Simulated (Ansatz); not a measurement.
`C[O][Sb]([SiH3])[Cl]` + H₂ → `C[O][SbH][SiH3]` + HCl at 500 K and 1 bar (hydrogenolysis of the Sb–Cl bond).

Calculated with Ansatz (gas phase, PBE0-D4/def2-TZVP geometries, no zero-point term in ΔE). CCSD(T)/CBS adds triple-zeta CCSD(T) − MP2 to the extrapolated MP2 energy (def2 sets, frozen cores). This one scheme is used for every species. Elements past krypton have def2 core potentials. For Sb outer-core shells are correlated without core-valence functions, which leaves a few kJ/mol of doubt a bond. One conformer a species, not always the lowest.

| species | CCSD(T)/CBS energy (Eh) | H − E (kJ/mol) | S (J/(mol·K)) |
| --- | --- | --- | --- |
| `C[O][Sb]([SiH3])[Cl]` | -1105.74568 | 233.2 | 489.1 |
| H₂ | -1.17544 | 41.0 | 145.5 |
| `C[O][SbH][SiH3]` | -646.51193 | 241.6 | 451.9 |
| HCl | -460.38127 | 32.5 | 201.9 |

H − E and S are ideal-gas, rigid-rotor, harmonic terms from PBE0-D4/def2-TZVP, for one conformer and one mirror image of each species. For small species the MP2-based limit differs from directly extrapolated CCSD(T) by up to some mEh (0.8 for H₂); such offsets cancel only in part. 1 Eh = 2625.50 kJ/mol, R = 8.31446 J/(mol·K).

Problem. By hand: ΔE, ΔH, ΔS and ΔG.

Solution. ΔE = (-646.51193) + (-460.38127) − (-1105.74568) − (-1.17544) = 0.02792 Eh = 73.3 kJ/mol. Δ(H − E) = 241.6 + 32.5 − 233.2 − 41.0 = -0.1, so ΔH = 73.2 kJ/mol. ΔS = 451.9 + 201.9 − 489.1 − 145.5 = 19.2 J/(mol·K). ΔG = 73.2 − 500 × (19.2)/1000 = 63.6 kJ/mol.

Problem. By hand: the equilibrium constant, and the temperature at which ΔG would vanish if ΔH and ΔS stayed fixed.

Solution. log₁₀ K = −ΔG/(RT ln 10) = -6.6. ΔG = 0 at ΔH/ΔS = 3812 K, far beyond where these terms or the molecules hold.

ΔH outweighs TΔS. A doubt of 5 kJ/mol in ΔE shifts log₁₀ K by 0.5 here. Other conformers and mirror images would add mixing entropy, several J/(mol·K) or more a flexible species. Modes under 60 cm⁻¹, often nearly free rotors, make the harmonic entropy too high. These are equilibria of isolated gas molecules and say nothing of rates. Largest T1 diagnostic: 0.014 (customary marks: 0.02 for closed shells, 0.045 for open ones).
